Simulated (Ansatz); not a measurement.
Gas-phase electronic energies from Ansatz, PBE0-D4/def2-TZVP geometries. CBS: MP2 limit from def2 TZ/QZ plus the TZ coupled-cluster correction, frozen cores. DFT in def2-TZVPP. B3LYP here is the variant with VWN-RPA as its local correlation; programs differ in this. Elements past krypton have def2 core potentials. For Br, In, Te outer-core shells are correlated without core-valence functions, which leaves a few kJ/mol of doubt a bond. Scalar relativity is left out up to krypton. One conformer a species, not always the lowest.

`F[SiH2][TeH]` + `[CH3][In]([NH2])[Br]` → `[CH3][In]([NH2])[SiH2][TeH]` + `FBr`  (formal exchange of groups at the Si–F bond)

CCSD(T)/CBS gives +483.9 kJ/mol.

Task: Another level gave +465.4 kJ/mol. Which?
A. ωB97M-V/def2-TZVPP
B. PBE-D4/def2-TZVPP
C. SCS-MP2/def2-TZVPP
D. B3LYP-D4/def2-TZVPP

Result: D. B3LYP-D4 465.4, SCS-MP2/def2-TZVPP 491.5, ωB97M-V 475.9, PBE-D4 438.1 kJ/mol.

Task: What do rigid-rotor, harmonic-oscillator terms from PBE0-D4/def2-TZVP frequencies (298.15 K, 1 bar) make of the CCSD(T)/CBS value? (An estimate is asked.)

Result: Ansatz gave: ΔZPE = -6.2 kJ/mol, ΔH = +480.5 kJ/mol, ΔS = 5 J/(mol·K), ΔG = +479.1 kJ/mol. Modes under 50 cm⁻¹ make the entropy rough.

Largest T1 diagnostic among the species: 0.013.

From BLYP to BHLYP (50 % exact exchange), in def2-TZVPP and without D4, ΔE moves by +50.7 kJ/mol. Leaving LDA and LC-ωPBE aside and taking each functional with its dispersion term where it has one, the values, not all of them listed here, spread over 60.5 kJ/mol, from revPBE-D4 to BHLYP-D4. LDA lies +6.2 kJ/mol from PBE without D4.
